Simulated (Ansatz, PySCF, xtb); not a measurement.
Stretching the C4–H5 bond in CH4GeO (SMILES C[O][GeH]) (multiplicity 1 held, fragments rigid). Energies count from the point at 1.093 Å.
Geometry at that point (charge 0, multiplicity 1):
```xyz
7

Ge    -0.309    -0.440     0.613
H     -1.339    -0.762    -0.602
O      0.736     0.653    -0.336
C      0.602     1.034    -1.695
H      0.500     2.120    -1.757
H      1.502     0.741    -2.242
H     -0.270     0.564    -2.161
```

Unrestricted levels (U-) break spin symmetry where that is lower. Active spaces are followed from a long bond inwards. Levels need not reach the same state.

Cores are frozen in the correlated methods. Filled d and f shells under p-block atoms count as core. Rows in 3-21G, LANL2DZ carry no dispersion term and start afresh at each structure; the Pople sets are all-electron and without relativity. LANL2DZ brings its own core potentials from Na on.

Run with Ansatz (a quantum-chemistry and plane-wave program); PySCF for 3-21G rows, LANL2DZ rows; xtb for the GFN methods. Values without a source in brackets are computed. The GFN methods have no spin term and hold the electronic entropy of 300 K.

Energies in kJ/mol.

| R (Å) | GFN2-xTB | R-HF/3-21G | U-HF/LANL2DZ | SC-NEVPT2 on CASSCF(2,2)/cc-pVTZ | FIC-MRCISD+Q on CASSCF(2,2)/cc-pVTZ |
|---|---|---|---|---|---|
| 0.874 | 118 | 118 | 119 | 121 | 118 |
| 0.984 | 22 | 21 | 21 | 24 | 23 |
| 1.093 | 0 | 0 | 0 | 0 | 0 |
| 1.202 | 14 | 19 | 20 | 14 | 16 |
| 1.311 | 45 | 59 | 61 | 48 | 51 |
| 1.475 | 105 | 133 | 140 | 114 | 118 |
| 1.639 | 169 | 213 | 222 | 182 | 187 |
| 1.913 | 268 | 342 | 307 | 280 | 286 |
| 2.186 | 349 | 457 | 339 | 351 | 358 |
| 2.514 | 421 | 573 | 353 | 403 | 411 |
| 2.951 | 479 | 695 | 359 | 434 | 442 |
| 3.497 | 511 | 805 | 360 | 445 | 453 |

Doubts at one or more of the structures used: a restricted determinant that unrestricted orbitals would lower (R-HF/3-21G); a spin-contaminated determinant (U-HF/LANL2DZ).
